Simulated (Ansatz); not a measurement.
A run for Ansatz (a program for electronic structure): R-r2SCAN/def2-TZVPP on BFH3N (SMILES NBF), atoms moved off the minimum.

Ansatz 0.2 input:
```yaml
crystal:
  periodic: [false, false, false]
  atoms:
    - {symbol: B, position_ang: [-0.21070971, -0.33698345, -0.05796292]}
    - {symbol: H, position_ang: [-0.32533668, -1.56929629, -0.25654884]}
    - {symbol: F, position_ang: [0.77289618, -0.11618129, 0.92898728]}
    - {symbol: N, position_ang: [-0.49268808, 0.54239722, -0.82418595]}
    - {symbol: H, position_ang: [-0.27136395, 1.45821232, -0.76039709]}
    - {symbol: H, position_ang: [-1.15516144, 0.33514402, -1.64795757]}
basis:
  gaussian:
    orbitals: def2-TZVPP
hamiltonian:
  xc: {name: r2SCAN}
scf: {lower_state_search: off}
output: {forces: true}
```

The head of its log:

```
WARN ansatz: RAYON_NUM_THREADS=1 ignored (pool sized by the plan → 1); use --threads N
Functional definition: r2SCAN
these checks for a lower state are left out or cut short: stability, starts, cluster_reference, orbital_swaps, neighbouring_geometries, increment
integrals: 0.03 GiB planned
657 factors; their error is unknown
mean field: 0.36 GiB planned
mean field evaluation 1: about -4924.2451 eV, gradient 7.1e1 eV
mean field evaluation 2: about -4914.0715 eV, gradient 9.5e1 eV
```

### Question
Predict the final total energy.

### Answer
-181.2818 hartree.
